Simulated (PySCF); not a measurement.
Isomers C7H13N3:

A. `n1c(C)cnn1C(C)(C)C`
B. `Cc1nnn(C(C)C)c1C`
C. `N1(C)C(C)=C(C(C)C)N=N1`
D. `N1=C(C(C)C)C=NN1CC`
E. `Cc1cnnn1C(C)(C)C`

Spectrum 1. $^{1}$H NMR (300 MHz, computed): δ 4.11 (sept, 1H), 2.50 (s, 3H), 2.27 (s, 3H), 1.64 (d, 6H). $^{13}$C{$^{1}$H} NMR (computed): δ 143.0 (C), 132.7 (C), 50.9 (CH), 26.1 (CH3), 12.9 (CH3), 9.7 (CH3).

Spectrum 2. $^{1}$H NMR (300 MHz, computed): δ 7.55 (s, 1H), 2.58 (s, 3H), 1.71 (s, 9H). $^{13}$C{$^{1}$H} NMR (computed): δ 140.7 (CH), 137.5 (C), 57.3 (C), 31.4 (CH3), 13.8 (CH3).

Spectrum 3. $^{1}$H NMR (300 MHz, computed): δ 7.52 (s, 1H), 4.42 (q, 2H), 3.13 (sept, 1H), 1.42 (t, 3H), 1.29 (d, 6H). $^{13}$C{$^{1}$H} NMR (computed): δ 160.6 (C), 134.7 (CH), 51.3 (CH2), 30.4 (CH), 26.7 (CH3), 19.3 (CH3).

Spectrum 4. $^{1}$H NMR (300 MHz, computed): δ 7.42 (s, 1H), 2.51 (s, 3H), 1.67 (s, 9H). $^{13}$C{$^{1}$H} NMR (computed): δ 148.0 (C), 137.0 (CH), 59.5 (C), 31.2 (CH3), 13.2 (CH3).

Spectrum 5. $^{1}$H NMR (300 MHz, computed): δ 3.99 (s, 3H), 2.73 (sept, 1H), 2.33 (s, 3H), 1.45 (d, 6H). $^{13}$C{$^{1}$H} NMR (computed): δ 155.3 (C), 132.8 (C), 34.7 (CH3), 29.7 (CH), 26.0 (CH3), 9.7 (CH3).

Computed data (PySCF 2.14): PBE0/pcSseg-1 with gauge-including orbitals, geometry from GFN2-xTB. A single conformation, isolated molecule, non-relativistic Hamiltonian, rapidly exchanging positions averaged.

Chemical shifts δ = σref − σ; TMS for $^{1}$H (σref 31.72) and $^{13}$C (σref 186.93), all at this level. Where no couplings were computed, multiplicities follow the n + 1 count of equivalent neighbours, and m marks all less simple cases (inequivalent or close neighbours, rings, F or P nearby). Shifts are as computed. Against solution values, carbons near 30 ppm lie about +3 ppm off and those near 130 ppm about +5 ppm. Of 1211 compounds with measured shifts, 218 miss one by over three times the rms of a fit or turn the order of signals round; such compounds aren't used in these exercises.

Q: Match each spectrum to its structure.

A: 1–B, 2–E, 3–D, 4–A, 5–C.

- Spectrum 1 (B): 6 $^{13}$C signals; δC 50.9 is an sp3 CH bonded to N; δC 26.1 is a methyl carbon.
- Spectrum 2 (E): 5 $^{13}$C signals; δC 140.7 is an aromatic CH next to a ring nitrogen; δC 57.3 is a fully substituted sp3 carbon bonded to N.
- Spectrum 3 (D): 6 $^{13}$C signals; δC 51.3 is an sp3 CH2 bonded to N; δC 30.4 is an sp3 CH on an aromatic ring.
- Spectrum 4 (A): 5 $^{13}$C signals; δC 59.5 is a fully substituted sp3 carbon bonded to N; δC 31.2 is a methyl carbon.
- Spectrum 5 (C): 6 $^{13}$C signals; δC 34.7 is a methyl carbon bonded to N; δC 29.7 is an sp3 CH on an aromatic ring.
